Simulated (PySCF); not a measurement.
C₂H₉NOSi₂, SMILES CN1C[Si@@H](O)[SiH2]1.

Coordinates come from a ωB97X-D3(BJ)/def2-SVP optimisation. The structure was generated by enumeration; whether it is a known compound was not checked. The values are those of a single conformer.

Method: PySCF with PBE/def2-TZVP.

```
Item                                                                                                            Result
---------------------------------------------------------------------------------------------  -----------------------
total energy                                                                                        -790.16493 hartree
highest occupied level                                                                                        -5.05 eV
lowest empty level                                                                                            -1.01 eV
orbital gap                                                                                                    4.04 eV
dipole moment                                                                                                   1.55 D
quadrupole, principal values (traceless, Buckingham form, about the centre of nuclear charge)   -7.39, -2.55, 9.94 D·Å
mean static polarisability                                                                       91.9 bohr³ (13.61 Å³)
polarisability, principal values                                                               77.0, 93.4, 105.3 bohr³
```
